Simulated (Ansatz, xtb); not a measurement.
**C3H4BrF: which of two isomers lies lower**

We compare X, `C/C(F)=C\Br`, a singlet, with Y, `C=C(F)CBr`, a singlet. Both are isolated molecules in the gas phase, relaxed with r2SCAN-D4/def2-SVP; the shapes shown needn't be the lowest conformers.

X (Å):

```xyz
9

C    -0.9932   -2.5053   -2.9050
C    -0.5936   -1.2865   -2.1650
C    -1.1792   -0.6638   -1.1327
Br   -2.7735   -1.2529   -0.3292
F     0.5483   -0.7422   -2.6325
H    -1.1272   -2.2672   -3.9730
H    -0.1947   -3.2625   -2.8378
H    -1.9249   -2.9253   -2.5079
H    -0.7462    0.2388   -0.6979
```

Y (Å):

```yaml
atoms:
  - { symbol: C, position_ang: [-1.4878, -0.8270, -0.0609] }
  - { symbol: C, position_ang: [-0.2950, -0.6122, -0.6216] }
  - { symbol: C, position_ang: [0.9608, -0.2657, 0.0799] }
  - { symbol: Br, position_ang: [1.5774, 1.5468, -0.3985] }
  - { symbol: F, position_ang: [-0.1341, -0.7246, -1.9479] }
  - { symbol: H, position_ang: [-1.6132, -0.7224, 1.0173] }
  - { symbol: H, position_ang: [-2.3453, -1.1079, -0.6758] }
  - { symbol: H, position_ang: [0.8327, -0.2820, 1.1679] }
  - { symbol: H, position_ang: [1.7799, -0.9334, -0.2211] }
```

**Question.** Estimate E(Y) − E(X) at the level CCSD(T)/def2-SVP + ΔMP2/def2-TZVPP.

**Answer.** Too close to call at this level: CCSD(T)/def2-SVP + ΔMP2/def2-TZVPP gives E(Y) − E(X) = +0.07 kcal/mol.

Level by level:

```tsv
level	geometry	E(Y) − E(X) (kcal/mol)	departure from the last row (kcal/mol)	job, with rough time for the two
GFN2-xTB	GFN2-xTB	+5.15	+5.08	optimisation, 0.21 s
HF/STO-3G	GFN2-xTB	+6.38	+6.31	single point, 0.86 s
r2SCAN-D4/def2-SVP//GFN2-xTB	GFN2-xTB	+3.08	+3.02	single point, 4.2 s
r2SCAN-D4/def2-SVP	r2SCAN-D4/def2-SVP	+1.37	+1.30	optimisation, 50 s
HF/def2-SVP	r2SCAN-D4/def2-SVP	−0.52	−0.59	part of the CCSD(T) run
MP2/def2-SVP	r2SCAN-D4/def2-SVP	+1.11	+1.04	part of the CCSD(T) run
CCSD(T)/def2-SVP	r2SCAN-D4/def2-SVP	+0.67	+0.60	single point
CCSD(T)/def2-SVP + ΔMP2/def2-TZVPP	r2SCAN-D4/def2-SVP	+0.07		single point, 50 s
```

As drawn, both hold the same kinds of bond in the same numbers. Structure X has 1 methyl group, Y 0.

The largest departure from CCSD(T)/def2-SVP + ΔMP2/def2-TZVPP is that of HF/STO-3G, 6.31 kcal/mol. The last row adds to CCSD(T) the change of the MP2 difference between the two basis sets, here −0.60 kcal/mol.

With harmonic frequencies from r2SCAN-D4/def2-SVP (ideal gas, rigid rotor, one conformer each, 298.15 K, 1 atm): on the last row, ΔE + ΔZPE = +0.39, ΔH = +0.23, ΔG = +0.34 kcal/mol.

The correlated steps freeze 13 core orbitals; the filled d shell of Br is correlated, in a basis made for valence electrons. Mirror images aren't counted in ΔG. Run with Ansatz 0.2.0, xtb 6.7.1; the last row on 2 threads of Intel(R) Xeon(R) Processor @ 2.70GHz on a shared host.
